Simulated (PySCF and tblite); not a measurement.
The numbers below are computed, except where a source is named.
C4H9Br, numbered as in [CH3:1][CH2:2][CH2:3][CH2:4][Br:5].

Geometries PBE0-D3(BJ)/def2-SVP; weights from PBE0-D3(BJ)/def2-TZVP (IEF-PCM, chloroform) energies and GFN2-xTB thermal corrections, with symmetry numbers and mirror pairs. Conformers within 3 kcal/mol (GFN2-xTB free energy) were kept, 8 at most. GIAO shieldings: wB97X-D/pcSseg-1 (IEF-PCM, chloroform). Shifts are against TMS (¹H), TMS (¹³C) at the same level. (PySCF 2.14, tblite 0.8.)

List the conformer-averaged shifts at 298.15 K.

¹H: 3.43 (H4, 2H), 1.54 (H3, 2H), 1.32 (H2, 2H), 0.98 (H1, 3H) ppm. ¹³C: 44.1 (C4), 37.5 (C3), 23.2 (C2), 15.1 (C1) ppm.

How do the conformers differ?

Torsions listed: C1–C2–C3–C4, C2–C3–C4–Br5. Of a mirror pair one member is shown.
```tsv
conformer	shape	weight %
1	-179°, -66°	41.4
2	180°, 179°	23.3
3	-58°, -60°	22.1
4	65°, 178°	12.8
5	70°, -79°	0.5
```

```tsv
signal	1	2	3	4	5	average
H1	1.00	1.04	0.88	0.94	1.20	0.98
H2	1.34	1.12	1.48	1.36	1.46	1.32
H3	1.49	1.50	1.60	1.64	1.74	1.54
H4	3.49	3.23	3.57	3.29	3.48	3.43
C1	16.0	16.4	12.3	14.3	16.9	15.1
C2	23.6	25.1	20.0	24.2	27.0	23.2
C3	37.5	40.1	34.3	38.1	35.8	37.5
C4	46.0	42.8	42.8	42.4	44.9	44.1
```

Spin–orbit effects of the heavy atoms on shieldings are missing. At a carbon that bears Br the missing effect is some 10 ppm, beside I tens of ppm. Shifts are unscaled: against experiment ¹³C can be off by 15 ppm or more and ¹H by 0.8 ppm.
